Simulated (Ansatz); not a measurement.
Gas-phase electronic energies from Ansatz, PBE0-D4/def2-TZVP geometries. CBS: MP2 limit from def2 TZ/QZ plus the TZ coupled-cluster correction, frozen cores. This one scheme is used for every species. DFT in def2-TZVPP. B3LYP here is the variant with VWN-RPA as its local correlation; programs differ in this. For Ge outer-core shells are correlated without core-valence functions, which leaves a few kJ/mol of doubt a bond. Scalar relativity is left out up to krypton. One conformer a species, not always the lowest.

Consider the cleavage of the Si–Si bond: `O[SiH2][SiH2][GeH3]` + H–F → `O[SiH2]F` + `[SiH3][GeH3]`.

**Question.** Is it downhill or uphill in electronic energy at CCSD(T)/CBS, and by how much? (Estimate.)

**Answer.** The calculation gave: Downhill: ΔE = -153.5 kJ/mol.

**Question.** What do these levels give: B3LYP-D4, PBE0, HF/def2-TZVPP, SCS-MP2/def2-TZVPP, HF/def2-QZVPP, HF/CBS(def2)? (An estimate is asked.)

**Answer.** Ansatz gave: B3LYP-D4 -155.3, PBE0 -144.6, HF/def2-TZVPP -187.9, SCS-MP2/def2-TZVPP -166.1, HF/def2-QZVPP -190.8, HF/CBS(def2) -191.1 kJ/mol.

Largest T1 diagnostic among the species: 0.012.

The D4 term adds +11.4 kJ/mol with B3LYP and +6.6 kJ/mol with PBE0; it sums over pairs of atoms, weighted by their polarisabilities, and B3LYP, whose exchange is more repulsive, gets the larger term. From PBE to PBE0 (25 % exact exchange), in def2-TZVPP and without D4, ΔE moves by −4.5 kJ/mol.
